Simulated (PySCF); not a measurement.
## Vibration and rotation of GeS

RHF-CCSD(T) constants of GeS, ¹Σ⁺ (singlet), closed shell (PySCF, no relativity, basis sets Ge 6-31G(d,p), S 6-31G(d,p); masses 73.9212 and 31.9721 u):

```
ωe              : 567.0 cm⁻¹
ωexe            : 1.69 cm⁻¹
Be              : 0.18159 cm⁻¹
αe              : 0.000730 cm⁻¹
D (centrifugal) : 7.45e-08 cm⁻¹
De to Ge + S    : 5.11 eV
```

Q: Estimate the standard entropy (1 bar) and heat capacity of the ideal gas at 298.15 K, rigid rotor with B0 and harmonic oscillator at the fundamental.

A: Translation (Sackur–Tetrode, M = 105.89 u): 167.0 J/(mol K). Rotation: q = kT/(σB0) = 1140 with σ = 1, 66.9. Vibration: x = hcν0/kT = 2.72, 2.16. S° = 236.0 J/(mol K); Cp = 7R/2 + 4.64 = 33.7 J/(mol K).

Measured values (Huber and Herzberg, Constants of Diatomic Molecules (1979)): ωe = 575.8 cm⁻¹, ωexe = 1.8 cm⁻¹, Be = 0.186565757 cm⁻¹, αe = 0.000749103 cm⁻¹.

Correlated steps freeze 14 core orbitals. Correlated levels converge slowly with the basis: in double zeta they bind strong bonds too weakly, by up to about 1 eV, and carry superposition errors of some tenths. Where the molecule has an RHF reference, its open-shell atoms are computed with UHF. The CCSD T1 diagnostic is raised, a sign that a single reference may not be enough here.
